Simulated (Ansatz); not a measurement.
A nudged elastic band was laid between two geometries of a periodic cell of 17 atoms, Si₁₆Ge (host Si, host structure diamond, interstitial Ge).

Method: DFT PBE-D3(BJ), scalar-relativistic, plane waves, PAW in Ansatz. Settings: PAW set soft_1, cutoff 420 eV, k mesh 2x2x2, gaussian smearing 0.02 eV, no spin polarisation.

| Quantity | Value |
| --- | --- |
| movable images | 5 |
| climbing image | yes |
| spring | 10.0 eV/Å² |
| optimiser | quadratic models (default) |
| start path | IDPP |
| force threshold | 0.05 eV/Å |
| iteration limit | 42 |
| end points | relaxed |

Image 0:

```xyz
17
Lattice="0.0000 5.4300 5.4300 5.4300 0.0000 5.4300 5.4300 5.4300 0.0000" Properties=species:S:1:pos:R:3
Si -0.021 -0.050 0.053
Si 1.361 1.359 1.414
Si 2.742 2.767 0.053
Si 4.076 4.074 1.357
Si 2.729 -0.006 2.707
Si 4.042 1.359 4.072
Si 5.409 2.767 2.661
Si 6.791 4.129 4.072
Si -0.008 2.723 2.708
Si 1.361 4.018 4.072
Si 2.742 5.380 2.661
Si 4.109 6.789 4.072
Si 2.729 2.724 5.437
Si 4.076 4.074 6.787
Si 5.422 5.424 5.436
Si 6.791 6.789 6.730
Ge 6.791 6.789 9.502
```

Image 6:

```xyz
17
Lattice="0.0000 5.4300 5.4300 5.4300 0.0000 5.4300 5.4300 5.4300 0.0000" Properties=species:S:1:pos:R:3
Si 0.001 -0.001 0.003
Si 1.352 1.349 1.350
Si 2.716 2.714 0.035
Si 4.080 4.078 1.350
Si 2.716 0.055 2.719
Si 4.080 1.349 4.087
Si 5.373 2.714 2.718
Si 6.735 4.123 4.098
Si 0.059 2.714 2.719
Si 1.352 4.078 4.087
Si 2.716 5.372 2.719
Si 4.127 6.734 4.098
Si 2.716 2.714 5.402
Si 4.128 4.123 6.769
Si 5.431 5.428 5.433
Si 6.734 6.734 6.769
Ge 8.146 8.143 8.147
```

Task: What changes between the two ends?

Result: Contacts lost: Si1–Ge17. Contacts made: Si14–Ge17. The atom that moves furthest is Ge17, by 2.35 Å.

Task: Give the energies along the band, and the barrier.

Result: The forces met the threshold. The highest image is number 4 of 0 to 6, 0.34 eV above the ends, which have the same energy within 2 meV. By the program's own check the climbing image is of a kind that is not told: the force calls were inconclusive, a negative curvature could not be distinguished from the path's own, the only one lies far off the path, or fixed occupations may fill a level only in part (lowest curvatures found: -1.30 and 0.18 eV/Å²). Limits of this set-up: coarse k mesh.

```csv
image,path coordinate (Å),energy (eV),Si1–Ge17 (Å),Si14–Ge17 (Å)
0,0.00,0.00,2.43,4.70
1,0.51,0.09,2.46,4.28
2,1.01,0.32,2.57,3.82
3,1.52,0.34,2.89,3.27
4,2.02,0.34,3.44,2.79
5,2.70,0.16,4.13,2.49
6,3.38,0.00,4.70,2.43
```

Task: What is the geometry of the highest image?

Result: 
```xyz
17
Lattice="0.0000 5.4300 5.4300 5.4300 0.0000 5.4300 5.4300 5.4300 0.0000" Properties=species:S:1:pos:R:3
Si 0.204 0.202 -0.197
Si 1.448 1.446 1.343
Si 2.826 2.824 0.069
Si 4.274 4.272 1.161
Si 2.652 0.063 2.780
Si 4.086 1.439 3.994
Si 5.353 2.824 2.616
Si 6.665 4.264 4.182
Si 0.065 2.649 2.780
Si 1.441 4.083 3.994
Si 2.826 5.350 2.616
Si 4.265 6.662 4.181
Si 2.644 2.642 5.373
Si 3.801 3.798 7.059
Si 5.178 5.176 5.684
Si 6.670 6.668 6.619
Ge 7.622 7.620 8.679
```

The band took 14 iterations and roughly 16 core-minutes.

The run took 16 min on 1 thread of Arm Neoverse V1 (shared host), peak memory 0.91 GiB.
